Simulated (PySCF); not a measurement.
tert-butyl 2-methylpropanoate (C8H16O2), SMILES CC(C)C(=O)OC(C)(C)C. Geometry: B3LYP-D3(BJ)/def2-SVP. One conformer was computed; it need not be the lowest.

Computed equilibrium geometry at B3LYP-D3(BJ)/def2-SVP (PySCF confirms it by a frequency run) as bond lengths and angles, and its point group (one conformer of several):
point group Cs.
Atoms: C1 C2 C3 C4 O5 O6 C7 C8 C9 C10 H11 H12 H13 H14 H15 H16 H17 H18 H19 H20 H21 H22 H23 H24 H25 H26. Bond lengths (Å): C1–C2 1.534, C1–H11 1.100, C1–H12 1.101, C1–H13 1.101, C2–C3 1.534, C2–C4 1.523, C2–H14 1.101, C3–H15 1.100, C3–H16 1.101, C3–H17 1.101, C4–O5 1.209, C4–O6 1.343, O6–C7 1.465, C7–C8 1.527, C7–C9 1.530, C7–C10 1.530, C8–H18 1.100, C8–H19 1.100, C8–H20 1.100, C9–H21 1.097, C9–H22 1.101, C9–H23 1.101, C10–H24 1.101, C10–H25 1.101, C10–H26 1.097. Angles (°): C2–C1–H11 110.6, C2–C1–H12 110.3, C2–C1–H13 111.4, H11–C1–H12 108.3, H11–C1–H13 108.1, H12–C1–H13 107.9, C1–C2–C3 111.8, C1–C2–C4 110.8, C1–C2–H14 109.3, C3–C2–C4 110.8, C3–C2–H14 109.3, C4–C2–H14 104.6, C2–C3–H15 110.6, C2–C3–H16 111.4, C2–C3–H17 110.3, H15–C3–H16 108.1, H15–C3–H17 108.3, H16–C3–H17 107.9, C2–C4–O5 124.4, C2–C4–O6 110.7, O5–C4–O6 125.0, C4–O6–C7 122.5, O6–C7–C8 103.0, O6–C7–C9 109.8, O6–C7–C10 109.8, C8–C7–C9 110.8, C8–C7–C10 110.8, C9–C7–C10 112.2, C7–C8–H18 110.5, C7–C8–H19 110.5, C7–C8–H20 110.3, H18–C8–H19 108.3, H18–C8–H20 108.6, H19–C8–H20 108.6, C7–C9–H21 111.1, C7–C9–H22 110.2, C7–C9–H23 109.6, H21–C9–H22 108.9, H21–C9–H23 108.9, H22–C9–H23 108.1, C7–C10–H24 109.6, C7–C10–H25 110.2, C7–C10–H26 111.1, H24–C10–H25 108.1, H24–C10–H26 108.9, H25–C10–H26 108.9.
